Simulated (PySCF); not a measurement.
SMILES C[Te]C(C)(C)C, singlet, GFN2-xTB optimised geometry.

```
18

Te    -0.15    -1.42     0.00
C      2.01    -1.42     0.00
H      2.34    -2.45     0.05
H      2.40    -0.89     0.86
H      2.40    -0.97    -0.91
C     -0.40     0.78     0.00
C      0.19     1.36     1.27
C      0.28     1.37    -1.22
C     -1.90     1.04    -0.05
H      0.04     2.44     1.29
H      1.26     1.17     1.33
H     -0.29     0.94     2.15
H      1.35     1.19    -1.20
H     -0.12     0.95    -2.14
H      0.13     2.45    -1.24
H     -2.33     0.62    -0.96
H     -2.40     0.61     0.81
H     -2.09     2.12    -0.05
```

Density from PBE0/def2-SVP, def2 effective core potentials past Kr (PySCF) at that geometry. The core electrons that the potentials of Te replace are not part of the density.

Minimum of the electron density along straight lines between bonded atoms, close to the bond critical point (lines longer than 1.1 times the sum of covalent radii, or with two minima, are not listed):

```csv
bond,length / Å,ρ at the minimum / e bohr⁻³,∇²ρ there / e bohr⁻⁵,position (fraction from the first atom)
Te1–C2,2.167,0.107,0.02,0.51
C2–H3,1.082,0.278,-1.04,0.64
C2–H4,1.083,0.278,-1.04,0.64
C2–H5,1.083,0.279,-1.04,0.64
Te1–C6,2.210,0.104,0.00,0.51
C6–C7,1.519,0.248,-0.57,0.51
C6–C8,1.519,0.248,-0.57,0.51
C6–C9,1.520,0.247,-0.56,0.51
C7–H10,1.091,0.274,-0.99,0.62
C7–H11,1.088,0.276,-1.01,0.62
C7–H12,1.088,0.277,-1.02,0.63
C8–H13,1.088,0.276,-1.01,0.62
C8–H14,1.088,0.277,-1.02,0.63
C8–H15,1.091,0.274,-0.99,0.62
C9–H16,1.088,0.277,-1.01,0.63
C9–H17,1.088,0.276,-1.01,0.63
C9–H18,1.090,0.274,-0.99,0.62
```
